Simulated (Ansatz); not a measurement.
Molecule: C₂H₆BO₂, net charge 0, doublet state. It need not be the lowest isomer of its formula. 
Geometry from a B3LYP-D3(BJ)/def2-TZVP (Ansatz, a quantum-chemistry and plane-wave program) optimisation:
```
B
O 1 1.3635
H 2 0.9645 1 112.57
O 1 1.3727 2 117.79 3 1.52
H 4 0.9609 1 114.19 2 -178.99
C 1 1.5910 2 118.82 3 -176.43
H 6 1.0932 1 108.54 2 -25.18
H 6 1.0949 7 108.08 1 119.64
C 6 1.4872 7 110.88 8 121.62
H 9 1.0809 6 120.37 7 38.73
H 9 1.0814 10 117.66 6 -169.61
```
Charge 0, spin multiplicity 2.

Total electronic energies in hartree. Correlated levels leave the core frozen unless marked. UHF or UKS for open shells. Spin-orbit coupling is left out. Non-relativistic. Basis-set limits of correlation are two-point, X^-3; Hartree-Fock from the larger set.

```json
[
 {"level": "HF/cc-pVDZ", "program": "Ansatz", "energy (Eh)": "-253.73320"},
 {"level": "PBE0/STO-3G", "program": "Ansatz", "energy (Eh)": "-251.53670"},
 {"level": "PBE0-D4/def2-TZVP", "program": "Ansatz + dftd4", "energy (Eh)": "-254.99317"},
 {"level": "wB97M-V/def2-TZVPD", "program": "Ansatz", "energy (Eh)": "-255.18110"},
 {"level": "wB97X-V/def2-TZVPD", "program": "Ansatz", "energy (Eh)": "-255.20004"},
 {"level": "B2GP-PLYP-D4/def2-TZVPD", "program": "Ansatz + dftd4", "energy (Eh)": "-255.03679"},
 {"level": "B2GP-PLYP/def2-TZVPD", "program": "Ansatz", "energy (Eh)": "-255.03404"},
 {"level": "PBE-QIDH/def2-TZVPD", "program": "Ansatz", "energy (Eh)": "-254.95009"},
 {"level": "MP2/cc-pVQZ", "program": "Ansatz", "energy (Eh)": "-254.79429"},
 {"level": "MP2/CBS(cc-pVTZ,cc-pVQZ)", "program": "Ansatz", "energy (Eh)": "-254.8418"},
 {"level": "RI-MP2/CBS(cc-pVTZ,cc-pVQZ)", "program": "Ansatz", "energy (Eh)": "-254.8415"},
 {"level": "SCS-MP2/6-31G*", "program": "Ansatz", "energy (Eh)": "-254.35563"},
 {"level": "CCSD/cc-pVTZ", "program": "Ansatz", "energy (Eh)": "-254.74420"},
 {"level": "CCSD(T) with core electrons/cc-pwCVTZ", "program": "Ansatz", "energy (Eh)": "-255.04375"},
 {"level": "CCSD(T)/CBS(cc-pVTZ,cc-pVQZ)", "program": "Ansatz", "energy (Eh)": "-254.9011"}
]
```

Totals of different functionals don't rank their quality; only differences between species are comparable.
